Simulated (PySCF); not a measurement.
C6H8NO (doublet state).
Numbering: `[O:1]=[C:2][NH:3][C@@H:4]1[CH2:5][C:6]12[CH2:7][CH2:8]2` (hydrogens: H9 on N3; H10 on C4; H11, H12 on C5; H13, H14 on C7; H15, H16 on C8)

Structure used (GFN2-xTB), in Å, numbered top down from 1:
```
atom  x, y, z in Å
O1     3.145    0.342    2.032
C2     2.723    0.926    1.068
N3     1.712    0.710    0.254
C4     0.789   -0.406    0.341
C5     0.328   -1.077   -0.937
C6    -0.596   -0.234   -0.139
C7    -1.521    0.894   -0.391
C8    -1.969   -0.311    0.407
H9     1.538    1.357   -0.501
H10    0.999   -1.010    1.213
H11    0.698   -0.685   -1.875
H12    0.200   -2.150   -0.935
H13   -1.361    1.822    0.138
H14   -1.920    1.022   -1.387
H15   -2.666   -0.997   -0.052
H16   -2.107   -0.195    1.472
```

The hyperfine couplings belong to this conformer and change with its torsions.

Method: PySCF 2.14.0, UKS B3LYP, pcH-1 on C H N O, non-relativistic, mean-field spin-orbit, GIAO. One conformer (not necessarily the lowest) at the GFN2-xTB geometry, without solvent, vibrations or thermal averaging. The geometry wasn't refined by DFT: couplings that depend on bond lengths, twists or pyramidal angles can differ widely from those at the functional's own minimum. The SCF solution wasn't tested for stability.

(1) Predict the first-order ENDOR lines of N3, H9, H10, H11, H12 and H15 under fast tumbling at B = 1211.4 mT (Q band).

(2) Which pairs are centred on the nuclear Larmor frequency, and which on half the coupling?

Results:

(1) For S = 1/2 in fast tumbling each set of equivalent nuclei gives two lines, ν± = |νn ± a/2| to first order, with νn = g_N μN B/h and μN/h = 7.62259 MHz/T.

| nuclei | isotope | g_N | νn (MHz) | a_iso (MHz) | lower line (MHz) | upper line (MHz) |
| --- | --- | --- | --- | --- | --- | --- |
| N3 | 14N | 0.4038 | 3.73 | 70.19 | 31.36 | 38.82 |
| H9 | 1H | 5.5857 | 51.58 | 9.43 | 46.86 | 56.29 |
| H10 | 1H | 5.5857 | 51.58 | -3.97 | 49.59 | 53.56 |
| H11 | 1H | 5.5857 | 51.58 | 3.89 | 49.64 | 53.52 |
| H12 | 1H | 5.5857 | 51.58 | 1.92 | 50.62 | 52.54 |
| H15 | 1H | 5.5857 | 51.58 | 1.07 | 51.05 | 52.11 |

(2) Centred on νn, since |a| < 2νn: H9, H10, H11, H12 and H15. Centred on |a|/2 and split by 2νn: N3.

Largest spin populations (Mulliken): C2 (+0.67) and O1 (+0.28).
